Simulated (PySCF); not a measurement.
# Calculated NMR parameters of CC(C)OC1=C[O][AlH2-][O+]=C1

```yaml
Formula: C6H11AlO3
SMILES: CC(C)OC1=C[O][AlH2-][O+]=C1
Point_group_of_the_computed_structure: C1
Carbon_signals: 4
Proton_signals: 4
```

Molfile (atoms numbered from 1):
```
C6H11AlO3
     RDKit          3D

 21 21  0  0  0  0  0  0  0  0999 V2000
   -2.7313   -0.6023    1.1333 C   0  0  0  0  0  0  0  0  0  0  0  0
   -1.5381   -0.4601    0.2153 C   0  0  0  0  0  0  0  0  0  0  0  0
   -1.8846    0.1898   -1.1110 C   0  0  0  0  0  0  0  0  0  0  0  0
   -0.5683    0.3105    0.9353 O   0  0  0  0  0  0  0  0  0  0  0  0
    0.7041    0.2854    0.4481 C   0  0  0  0  0  0  0  0  0  0  0  0
    1.1655    1.3487   -0.3401 C   0  0  0  0  0  0  0  0  0  0  0  0
    2.3347    1.4637   -0.8136 O   0  0  0  0  0  0  0  0  0  0  0  0
    3.7548    0.2602   -0.6398 Al  0  0  0  0  0  4  0  0  0  0  0  0
    2.7814   -0.8680    0.4888 O   0  0  0  0  0  0  0  0  0  0  0  0
    1.5689   -0.7468    0.8357 C   0  0  0  0  0  0  0  0  0  0  0  0
   -3.1632    0.3865    1.3503 H   0  0  0  0  0  0  0  0  0  0  0  0
   -2.4317   -1.0619    2.0857 H   0  0  0  0  0  0  0  0  0  0  0  0
   -3.5073   -1.2271    0.6681 H   0  0  0  0  0  0  0  0  0  0  0  0
   -1.1043   -1.4613    0.0207 H   0  0  0  0  0  0  0  0  0  0  0  0
   -2.6276   -0.4140   -1.6529 H   0  0  0  0  0  0  0  0  0  0  0  0
   -1.0003    0.2830   -1.7595 H   0  0  0  0  0  0  0  0  0  0  0  0
   -2.3066    1.1936   -0.9466 H   0  0  0  0  0  0  0  0  0  0  0  0
    0.4536    2.1666   -0.5471 H   0  0  0  0  0  0  0  0  0  0  0  0
    4.9257    0.9446    0.1835 H   0  0  0  0  0  0  0  0  0  0  0  0
    3.9769   -0.4739   -2.0310 H   0  0  0  0  0  0  0  0  0  0  0  0
    1.1616   -1.5149    1.5171 H   0  0  0  0  0  0  0  0  0  0  0  0
  1  2  1  0
  2  3  1  0
  2  4  1  0
  4  5  1  0
  5  6  2  0
  6  7  1  0
  7  8  1  0
  8  9  1  0
  9 10  2  0
 10  5  1  0
  1 11  1  0
  1 12  1  0
  1 13  1  0
  2 14  1  0
  3 15  1  0
  3 16  1  0
  3 17  1  0
  6 18  1  0
  8 19  1  0
  8 20  1  0
 10 21  1  0
M  CHG  2   8  -1   9   1
M  END
```

PySCF calculation with GIAO KT2/pcSseg-1 shieldings and coordinates at the PBE0-D3(BJ)/def2-SVP level; relativity neglected, a single conformation, isolated molecule, equivalent nuclei averaged.

References, each an isolated molecule treated in the same way: TMS for ¹H (σ = 31.18 ppm), ¹³C (σ = 183.22 ppm); ¹⁷O (σ = 330.66 ppm) vs H2O; ²⁷Al (σ = 497.73 ppm) against AlH4-.

| carbon | δC, type | δH (multiplicity) | HMBC from (2–3 bonds) | span of the C tensor (ppm) |
| --- | --- | --- | --- | --- |
| C1/C3 | 22.3, CH3 | 1.19 (d) | H14, H11/H12/H13/H15/H16/H17 | 40 |
| C2 | 82.3, CH | 3.29 (sept) | H11/H12/H13/H15/H16/H17 | 80 |
| C5 | 136.8, C | – | H18/H21, H14 | 139 |
| C6/C10 | 173.7, CH | 8.04 (s) | H18/H21, H19/H20 | 161 |

Other nuclei:
```json
{"atoms": "H19/H20", "nucleus": "¹H", "environment": "hydrogen on an aluminium bonded to 2 O, in a 6-membered ring", "δ (ppm)": "4.55", "σ (ppm)": "26.63"}
{"atoms": "O7/O9", "nucleus": "¹⁷O", "environment": "oxygen bonded to C, Al, in a 6-membered ring", "δ (ppm)": "286.9", "σ (ppm)": "43.8"}
{"atoms": "O4", "nucleus": "¹⁷O", "environment": "ether oxygen", "δ (ppm)": "102.8", "σ (ppm)": "227.9"}
{"atoms": "Al8", "nucleus": "²⁷Al", "environment": "aluminium bonded to 2 O, 2 H, in a 6-membered ring", "δ (ppm)": "57.9", "σ (ppm)": "439.8"}
```

δC 173.7, 136.8: alkene carbon bearing oxygen; an sp2 carbon further deshielded by the attached heteroatom. δC 82.3: sp3 CH bonded to O; pulled downfield by the heteroatom. δC 22.3: methyl carbon; a saturated carbon with 1 carbon neighbour and no heteroatom attached. δH 3.29: hydrogen on an sp3 CH bonded to O; its carbon carries O, hence the downfield position. δH 1.19: hydrogen on a methyl carbon.

Hydrides on Al or Ga are broadened by the quadrupolar metal nucleus. Shifts are as computed. Against solution values, carbons near 30 ppm lie about +2 ppm off and those near 130 ppm about -5 ppm. Of 1313 compounds with measured shifts, 239 miss one by over three times the rms of a fit or turn the order of signals round; such compounds aren't used in these exercises. Unscaled 17O shifts of doubly bonded oxygen tend to come out too high, by tens of ppm or more. Experimental scales use liquid or dissolved standards, which lie at an offset from isolated H2O (liquid H2O: subtract about 36 ppm). Multiplicities follow the n + 1 count of equivalent neighbours, as no J values were calculated; m marks all less simple cases, F and P coupling included.
